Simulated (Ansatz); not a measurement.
Breaking a bond: HBr, singlet.

Method: restricted PBE/def2-SVP in Ansatz (an electronic-structure program).

The batch members p0 to p11 hold the bond at 1.15, 1.23, 1.28, 1.35, 1.40, 1.42, 1.44, 1.48, 1.57, 1.67, 1.75, 1.90 Å.

Ansatz input:

Ansatz 0.2 input:
```yaml
# input.yaml
basis:
  gaussian: { orbitals: def2-svp }
hamiltonian:
  xc: pbe
batch:
  members: [p0.yaml, p1.yaml, p2.yaml, p3.yaml, p4.yaml, p5.yaml, p6.yaml, p7.yaml, p8.yaml, p9.yaml, p10.yaml, p11.yaml]

# p6.yaml, one of the 12 members of this batch
crystal:
  periodic: [false, false, false]
  atoms:
    - { symbol: Br, position_ang: [0.0, 0.0, 0.0] }
    - { symbol: H, position_ang: [0.0, 0.0, 1.44] }
total_charge: 0
magnetization:
  spin_polarized: false
```

Lines of the output on each member:

```
Member 2: Total energy: -70043.16622184 eV, -2574.0388816894 hartree
Member 3: Total energy: -70043.45177338 eV, -2574.0493755149 hartree
Member 1: Total energy: -70042.80854707 eV, -2574.0257373841 hartree
Member 0: Total energy: -70041.87045557 eV, -2573.9912631572 hartree
Member 4: Total energy: -70043.53871970 eV, -2574.0525707332 hartree
Member 5: Total energy: -70043.55187957 eV, -2574.0530543494 hartree
Member 7: Total energy: -70043.53170947 eV, -2574.0523131122 hartree
Member 6: Total energy: -70043.55442756 eV, -2574.0531479866 hartree
Member 8: Total energy: -70043.37562966 eV, -2574.0465772848 hartree
Member 9: Total energy: -70043.09019706 eV, -2574.0360878304 hartree
Member 10: Total energy: -70042.81407713 eV, -2574.0259406100 hartree
Member 11: Total energy: -70042.25016134 eV, -2574.0052170869 hartree
```

The restricted form behind RKS-PBE keeps the bonding electrons paired and can't separate into open-shell fragments.
